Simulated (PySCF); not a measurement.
Calculated NMR parameters of C=C1[C@@H](OC)[C@@H]1O[SiH2]F

- Formula: C5H9FO2Si
- SMILES: C=C1[C@@H](OC)[C@@H]1O[SiH2]F
- InChI: InChI=1S/C5H9FO2Si/c1-3-4(7-2)5(3)8-9-6/h4-5H,1,9H2,2H3/t4-,5-/m1/s1
- Point group of the computed structure: C1
- Degrees of unsaturation: 2
- Carbon signals: 5
- Proton signals: 7

Molfile (atoms numbered from 1):
```
C5H9FO2Si
     RDKit          3D

 18 18  0  0  0  0  0  0  0  0999 V2000
    0.2996    2.3944   -0.8621 C   0  0  0  0  0  0  0  0  0  0  0  0
   -0.0071    1.1643   -0.5399 C   0  0  0  0  0  0  0  0  0  0  0  0
   -0.7059    0.2385    0.3621 C   0  0  1  0  0  0  0  0  0  0  0  0
   -2.0900    0.1218    0.2901 O   0  0  0  0  0  0  0  0  0  0  0  0
   -2.5522   -1.1519    0.6848 C   0  0  0  0  0  0  0  0  0  0  0  0
    0.1585   -0.2765   -0.7863 C   0  0  2  0  0  0  0  0  0  0  0  0
    1.3457   -0.9444   -0.5485 O   0  0  0  0  0  0  0  0  0  0  0  0
    2.6156   -0.6281    0.3858 Si  0  0  0  0  0  4  0  0  0  0  0  0
    2.1746   -0.6135    1.9381 F   0  0  0  0  0  0  0  0  0  0  0  0
   -0.1128    3.2361   -0.3299 H   0  0  0  0  0  0  0  0  0  0  0  0
    0.9689    2.6113   -1.6791 H   0  0  0  0  0  0  0  0  0  0  0  0
   -0.2957    0.1127    1.3653 H   0  0  0  0  0  0  0  0  0  0  0  0
   -3.6357   -1.1265    0.5909 H   0  0  0  0  0  0  0  0  0  0  0  0
   -2.2780   -1.3646    1.7246 H   0  0  0  0  0  0  0  0  0  0  0  0
   -2.1443   -1.9408    0.0434 H   0  0  0  0  0  0  0  0  0  0  0  0
   -0.3583   -0.7012   -1.6422 H   0  0  0  0  0  0  0  0  0  0  0  0
    3.4089   -1.8142    0.1644 H   0  0  0  0  0  0  0  0  0  0  0  0
    3.1995    0.6889    0.2023 H   0  0  0  0  0  0  0  0  0  0  0  0
  1  2  2  0
  2  3  1  0
  3  4  1  0
  4  5  1  0
  3  6  1  0
  6  7  1  0
  7  8  1  0
  8  9  1  0
  6  2  1  0
  1 10  1  0
  1 11  1  0
  3 12  1  1
  5 13  1  0
  5 14  1  0
  5 15  1  0
  6 16  1  6
  8 17  1  0
  8 18  1  0
M  END
```

Level of theory: coordinates at the GFN2-xTB level, shielding tensors at PBE0/pcSseg-1 (GIAO), in PySCF (non-relativistic Hamiltonian, rapidly exchanging positions averaged, one conformer, in vacuum).

Referencing at the same level of theory: TMS for 1H (31.72 ppm), 13C (186.93 ppm), 29Si (349.16 ppm); 19F (170.95 ppm) against CFCl3; H2O for 17O (336.08 ppm).

```tsv
carbon	δC, type	δH (multiplicity)	HMBC from (2–3 bonds)	span of the C tensor (ppm)
C1	123.1, CH2	H10 6.47 (m); H11 6.37 (m)	H16, H12	218
C2	143.5, C	–	H10, H11, H16, H12	228
C3	66.0, CH	3.71 (m)	H10, H11, H16, H13/H14/H15	110
C5	60.2, CH3	3.68 (s)	H12	85
C6	57.4, CH	4.18 (m)	H10, H11, H18, H17, H12	113
```

Other nuclei:
```json
{"atoms": "H18", "nucleus": "1H", "environment": "hydrogen on a silicon bonded to F, O", "δ (ppm)": "4.75", "σ (ppm)": "26.96"}
{"atoms": "H17", "nucleus": "1H", "environment": "hydrogen on a silicon bonded to F, O", "δ (ppm)": "4.48", "σ (ppm)": "27.23"}
{"atoms": "F9", "nucleus": "19F", "environment": "fluorine bonded to Si", "δ (ppm)": "-161.8", "σ (ppm)": "332.7"}
{"atoms": "Si8", "nucleus": "29Si", "environment": "silicon bonded to F, O, 2 H", "δ (ppm)": "-32.1", "σ (ppm)": "381.2"}
{"atoms": "O7", "nucleus": "17O", "environment": "oxygen bonded to C, Si", "δ (ppm)": "75.8", "σ (ppm)": "260.3"}
{"atoms": "O4", "nucleus": "17O", "environment": "ether oxygen", "δ (ppm)": "38.1", "σ (ppm)": "297.9"}
```

- Carbon types of the structure: 1 × C, 2 × CH, 1 × CH2, 1 × CH3, leaving 2 H on heteroatoms.
- δC 143.5: fully substituted alkene carbon; as expected for a trigonal carbon in a double bond.
- δC 123.1: terminal =CH2 carbon; an sp2 carbon of a C=C bond.
- δC 66.0, 57.4: three-membered-ring carbon; pulled downfield by the heteroatom.
- δC 60.2: methyl carbon bonded to O; pulled downfield by the heteroatom.
- δH 4.18, 3.71: hydrogen on a three-membered-ring carbon; its carbon carries O, hence the downfield position.

Splittings by 19F in the carbon and heteronuclear signals aren't shown, as no couplings were computed. Shifts are as computed. Against solution values, carbons near 30 ppm lie about +3 ppm off and those near 130 ppm about +5 ppm. Of 1211 compounds with measured shifts, 218 miss one by over three times the rms of a fit or turn the order of signals round; such compounds aren't used in these exercises. Unscaled 19F shifts against computed CFCl3 carry errors that often reach 10 to 50 ppm. Experimental scales use liquid or dissolved standards, which lie at an offset from isolated H2O (liquid H2O: subtract about 36 ppm). No couplings were computed; multiplicities are counted from neighbouring protons, with m where these are inequivalent, close in shift, in a saturated or five-membered ring or joined by F or P, and br s for small geminal =CH2 splittings.
